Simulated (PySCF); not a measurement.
B2ORh, SMILES [B][Rh-][B][O] (connectivity only; charge and spin as stated), charge -1, multiplicity 1.

Geometry: B3LYP-D3(BJ)/def2-SVPD. The multiplicity is an assumed one; other spin states were not compared. The def2 effective core potentials stand for the cores of Rh; spin–orbit coupling is left out. One conformer was computed; it need not be the lowest.

Two levels are set side by side: PBE/def2-TZVPD (PySCF) and PBE0/def2-TZVPD (PySCF). Same geometry, gas phase. Differences are taken from unrounded values.

```
quantity                       PBE
---------------------------  -----
orbital gap (eV)              1.12
highest occupied level (eV)   0.22
lowest empty level (eV)       1.34
mean polarisability (bohr³)  111.4
```

These are the PBE values. What does PBE0 give? (Estimate from the structure and the level; the computed values follow.)


```csv
quantity,PBE0,PBE minus PBE0
orbital gap (eV),2.81,-1.69
highest occupied level (eV),-0.71,0.93
lowest empty level (eV),2.10,-0.76
mean polarisability (bohr³),102.7,8.7
```

Without exact exchange PBE keeps part of each electron's self-repulsion, which lifts occupied levels and narrows the gap. PBE's more diffuse valence density responds more strongly to a field. Differences between two approximate levels are no errors against the true value.

Rough cost on one machine, each run with all the roots and properties that it gave: PBE0 against PBE within a factor of 2.
